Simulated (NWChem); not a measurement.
CH5ClOSi2; SMILES O=C([SiH3])[SiH2]Cl

```xyz
10

O     -1.5378     1.7463     0.0047
C     -0.5946     0.9834    -0.0071
Si     1.2435     1.6333    -0.0036
Si    -1.0616    -0.9026    -0.0259
Cl     0.6761    -2.0373    -0.0232
H      1.9249     1.1263     1.2247
H      1.9440     1.1026    -1.2107
H      1.2181     3.1227    -0.0176
H     -1.8604    -1.2149     1.1901
H     -1.8432    -1.1945    -1.2583
```
Atoms are numbered in this order, from 1.

Level: PBE0/def2-SVP (NWChem), optimised geometry, unscaled harmonic frequencies. 

| frequency (cm⁻¹) | IR intensity (km/mol) |
|---|---|
| 43 | 2.9 |
| 76 | 5.3 |
| 94 | 0.2 |
| 230 | 12.4 |
| 287 | 14.6 |
| 294 | 7.0 |
| 417 | 1.6 |
| 471 | 1.3 |
| 554 | 37.2 |
| 581 | 30.9 |
| 659 | 34.1 |
| 722 | 31.0 |
| 829 | 275.3 |
| 863 | 173.9 |
| 915 | 15.2 |
| 924 | 51.2 |
| 931 | 32.7 |
| 939 | 85.6 |
| 1763 | 103.6 |
| 2235 | 40.6 |
| 2247 | 70.9 |
| 2256 | 67.9 |
| 2265 | 83.2 |
| 2271 | 88.5 |

```yaml
zero_point_energy: 32.7 kcal/mol
thermal correction to the enthalpy at 298.15 K (with zero-point energy): 38.3 kcal/mol
heat capacity Cv: 26.7 cal/(mol K)
entropy at 298.15 K and 1 atm (symmetry number 1): 90.4 cal/(mol K)
dipole_moment: 0.56 D
```

Rigid rotor and harmonic oscillator; modes under 100 cm⁻¹ make the entropy uncertain.
